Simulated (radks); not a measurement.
Ionisation of neutral rhodium, [Kr] 4d8 5s1, to [Kr] 4d8 as the strength of local exchange is varied. Method: Dirac Kohn-Sham, Slater X-alpha exchange (alpha = 2/3 is LDA exchange), no correlation, spin-unpolarised, spherical densities, finite nucleus; open shells fill j = l - 1/2 first; Fermi nuclear charge, rms radius 4.4945 fm; computed with a radial shooting solver on a logarithmic mesh with Libxc functionals.

alpha  E(Rh) (hartree)  exchange (hartree)  IE (eV)  -e of the level emptied (eV)  <r> of it (bohr)
0.667      -4776.17891          -129.88283    6.822                 3.668 (5s1/2)             3.348
0.694      -4781.43948          -135.29198    6.967                 3.799 (5s1/2)             3.322
0.763      -4794.90994          -149.16859    7.344                 4.144 (5s1/2)             3.257
0.843      -4810.57599          -165.35303    7.792                 4.558 (5s1/2)             3.185
0.943      -4830.23111          -185.72758    8.369                 5.100 (5s1/2)             3.099
1.033      -4847.98955          -204.20108    8.904                 5.608 (5s1/2)             3.026
?          -4828.26197          -183.68294    8.311                 5.045 (5s1/2)             3.107

Which alpha was used in the last row?

Answer. alpha = 0.933. NIST Atomic Spectra Database: 7.459 eV (measured). The Delta-SCF value meets it near alpha = 0.78. Spin polarisation and multiplet splitting are left out, so open shells lie too high by an amount that depends on their filling.

Beside tabulated values, note that spin-unpolarised runs miss the spin-polarisation part of the exchange energy of open shells.
